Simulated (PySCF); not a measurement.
# Electronic structure of Te⁺ (tellurium, charge +1) at the PBE level

Configuration: [Kr] 4d10 5s2 5p2 6s1, high-spin 4P determinant (an excited configuration). Computed with PySCF 2.14 in aug-cc-pVQZ-PP with one added diffuse shell each of s, p, d, f, g type with ECP28MDF (8s8p6d4f3g, 117 functions), with scalar relativity through the core potential.

- Total energy: -267.2912 hartree
- One-electron energy: -455.6057 hartree
- Hartree (Coulomb) energy: 208.6400 hartree
- Exchange-correlation energy: -20.3255 hartree
- ⟨S²⟩: 3.7513
- ⟨L²⟩: 3.246
- Sum of ⟨r⟩: 29.82 bohr
- Sum of ⟨r²⟩: 63.95 bohr²
- Traceless quadrupole moment −½Σ⟨3z² − r²⟩ along its main axis: -6.48 e·bohr²

```csv
shell,electrons,mean orbital energy (hartree),spread (hartree),"rms radius, mean of both spins (bohr)"
4s α,1,-6.54767,0,0.819
4s β,1,-6.54136,0,0.819
4p α,3,-4.71946,0.01978,0.882
4p β,3,-4.71289,0.02552,0.882
4d α,5,-2.00135,0.01872,1.05
4d β,5,-1.99007,0.02708,1.05
5s α,1,-1.00744,0,2.11
5s β,1,-0.94551,0,2.11
5p α,2,-0.63145,0,2.53
6s α,1,-0.25211,0,5.03
```

⟨L²⟩ = 3.25 against 2 for a pure P term, so this real determinant mixes terms. Energies and moments cover only the electrons outside the core potential. The outer electron is Rydberg-like, and this basis confines it to a smaller radius and binds it less than a complete one would.
